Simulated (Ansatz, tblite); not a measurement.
Cost and result up the ladder for SnMeH3 (CH6Sn) (8 atoms). Total charge 0; singlet. Geometry: PBE-D4/def2-TZVP.

Cartesian coordinates in Å:
```
Sn -0.707 0.563 -0.420
C 0.825 -0.656 0.489
H 0.857 -1.638 0.001
H 0.607 -0.792 1.556
H 1.801 -0.168 0.381
H -0.782 2.098 0.358
H -2.241 -0.208 -0.275
H -0.361 0.802 -2.090
```

Ansatz on 4 threads of Arm Neoverse V2 on a shared host; xTB runs through tblite on one thread. Times are rough, summed over both states, and most runs start from the orbitals of an earlier one. CCSD(T)/def2-TZVPP serves as the yardstick here, not as an exact answer. The other state is a doublet.

In the def2 sets Sn takes a core potential; there is no spin–orbit coupling. The xTB rows come from tblite. Correlated methods freeze 5 core orbitals; core or outer-core shells of Sn are correlated, in sets that lack core-valence functions.

Run but left out: PBE-D4/def2-TZVP (charge +1 doublet: an occupied level 0.10 eV above an empty one).

Correlated methods converge slowly with the basis.

Raw xTB energies of ions are shifted by several eV.

| level | functions | wall time | vertical IE (eV) | difference from CCSD(T)/def2-TZVPP (eV) |
| --- | --- | --- | --- | --- |
| GFN2-xTB | 19 | 0.005 s | 14.62 | 4.02 |
| GFN1-xTB | 25 | 0.006 s | 15.32 | 4.72 |
| PBE0-D4/def2-TZVP | 117 | 3 s | 10.49 | -0.11 |
| r2SCAN-D4/def2-TZVP | 117 | 3.8 s | 10.38 | -0.22 |
| CCSD(T)/def2-TZVPP | 165 | 86 s | 10.60 | 0.00 |
